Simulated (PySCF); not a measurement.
Charge-transfer reorganisation: `Fc1cc[se]c1`, C$_{4}$H$_{3}$FSe

Molfile (atoms numbered from 1):
```
C4H3FSe
     RDKit          3D

  9  9  0  0  0  0  0  0  0  0999 V2000
   -1.6372   -1.5486    0.0272 F   0  0  0  0  0  0  0  0  0  0  0  0
   -0.7799   -0.5303    0.0013 C   0  0  0  0  0  0  0  0  0  0  0  0
    0.6303   -0.7632    0.0538 C   0  0  0  0  0  0  0  0  0  0  0  0
    1.3599    0.3801    0.0185 C   0  0  0  0  0  0  0  0  0  0  0  0
    0.2982    1.8794   -0.0885 Se  0  0  0  0  0  2  0  0  0  0  0  0
   -1.1680    0.7661   -0.0742 C   0  0  0  0  0  0  0  0  0  0  0  0
    1.0558   -1.7654    0.1154 H   0  0  0  0  0  0  0  0  0  0  0  0
    2.4467    0.4585    0.0458 H   0  0  0  0  0  0  0  0  0  0  0  0
   -2.1925    1.1304   -0.1217 H   0  0  0  0  0  0  0  0  0  0  0  0
  1  2  1  0
  2  3  1  0
  3  4  2  0
  4  5  1  0
  5  6  1  0
  6  2  2  0
  3  7  1  0
  4  8  1  0
  6  9  1  0
M  END
```

Level of theory: UKS LC-wPBE/def2-SVP four-point reorganisation energy, gas phase in PySCF 2.14.0. Geometry: LC-wPBE/def2-SVP.

The calculation is non-relativistic, which matters for the atoms heavier than Zn.

Q: What is the inner reorganisation energy for hole transfer, with the ionisation energy?

A: λ = 0.265 (surface of the oxidised species) + 0.270 (surface of the starting species) = 0.535 eV. The ionisation energy is 9.10 eV vertical and 8.84 eV adiabatic without zero-point energy; at the relaxed geometry of the oxidised species the two energies differ by 8.57 eV. Largest bond changes: Se5–C6 1.841 → 1.774 Å, C6–C2 1.355 → 1.420 Å, C4–Se5 1.840 → 1.901 Å, F1–C2 1.331 → 1.282 Å, C3–C4 1.357 → 1.348 Å. ⟨S²⟩ of the relaxed oxidised species 0.769.
